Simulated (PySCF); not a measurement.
## Electron correlation in Ca⁺ (calcium, charge +1)

[Ar] 4s1, 2S determinant. Calculation: PySCF 2.14, in def2-TZVPPD (6s5p3d, 36 functions); no relativity, point nucleus. Frozen: [Ne]; 9 electrons correlated.

```
  level  correlation energy (mhartree)
   CCSD                        -190.68
    (T)                          -2.87
CCSD(T)                        -193.55
  CCSDT                        -193.80
```

Diagnostics: T1 = 0.0079, D1 = 0.0328, largest double amplitude 0.022.

**Question.** Is a single reference adequate?

**Answer.** Yes: T1 lies below 0.03 and no double amplitude reaches 0.07.

This basis was not built for core-valence correlation, so the inner-shell part is incomplete.
